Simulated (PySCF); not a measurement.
Species: SnHMe2Br, C2H7BrSn.
Bonds: Sn1–C3, Sn1–C7, Sn1–Br11. Hydrogens: H2 on Sn1; H4, H5, H6 on C3; H8, H9, H10 on C7.

Theory: PBE0-D3(BJ)/def2-SVP geometry optimisation, gas phase, def2 core potentials past Kr in PySCF 2.14.0.

Some entries are withheld. Bonds in one row agree within 0.01 Å.

```tsv
coordinate	value
Sn1–H2	1.716 Å
Sn1–C3, Sn1–C7	?
Sn1–Br11	?
C3–H4 and 5 like bonds	1.099 Å
H2–Sn1–C3	113.0°
H2–Sn1–Br11	?
C3–Sn1–C7	?
C3–Sn1–Br11	103.8°
Sn1–C3–H4	?
Sn1–C3–H5	?
H4–C3–H5	109.5°
```

Question: Estimate the withheld lengths and angles.

Answer: 
- Sn1–C3, Sn1–C7 = 2.141 Å (ends: tin bonded to Br, 2 C and H; carbon bonded to Sn and 3 H); 0.01 Å below the sum of covalent radii, 2.15 Å.
- Sn1–Br11 = 2.510 Å (ends: tin bonded to Br, 2 C and H; bromine bonded to Sn); 0.08 Å below the sum of covalent radii, 2.59 Å.
- H2–Sn1–Br11 = 106.2°, at the tin bonded to Br, 2 C and H; the outer atoms are 3.414 Å apart.
- C3–Sn1–C7 = 115.2°, at the tin bonded to Br, 2 C and H; the outer atoms are 3.615 Å apart.
- Sn1–C3–H4 = 111.1°, at the carbon bonded to Sn and 3 H; the outer atoms are 2.735 Å apart.
- Sn1–C3–H5 = 109.0°, at the carbon bonded to Sn and 3 H; the outer atoms are 2.706 Å apart.

Radii are Cordero's, carbon taken as 0.76, 0.73 or 0.69 Å for four, three, and two or fewer neighbours.

PBE0-D3(BJ)/def2-SVP frequencies: not computed here.
